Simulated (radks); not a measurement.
Values are calculated unless marked as measured or tabulated.
All-electron atom: Li I in [He] 2s1.

Level of theory: scalar-relativistic Kohn-Sham, Slater X-alpha with alpha = 0.815, spin-polarised, spherical densities, point nucleus; open shells are filled with parallel spins first (a radial shooting solver on a logarithmic mesh with Libxc functionals).

Energy parts (hartree):
part                 energy
total              -7.53407
kinetic             7.53564
electron-nucleus  -17.28486
Hartree             4.10943
exchange           -1.89428

Orbitals (lengths in bohr, moments of r in powers of bohr):
orbital  occ.  eigenvalue (hartree)     <r>   <r^4>
1s up       1              -1.96974  0.5767  0.5795
1s down     1              -1.95792  0.5737  0.5498
2s up       1              -0.12840   3.670   454.3

The highest occupied level is 2s up at -3.494 eV. Summed over all electrons, <r^2> = 16.82 bohr^2, which gives a Langevin (diamagnetic) susceptibility term of -13.3 x 10^-6 cm^3/mol. Spin moment in Bohr magnetons: 1. For comparison, the ionisation energy in NIST's Atomic Spectra Database is 5.392 eV (measured). In exact Kohn-Sham theory the highest level is minus the ionisation energy, but local and semilocal functionals leave it too shallow, through self-interaction and a potential that decays too fast; potentials with the right tail come closer. The density falls to 0.001 e/bohr^3 at r = 4.14 bohr.
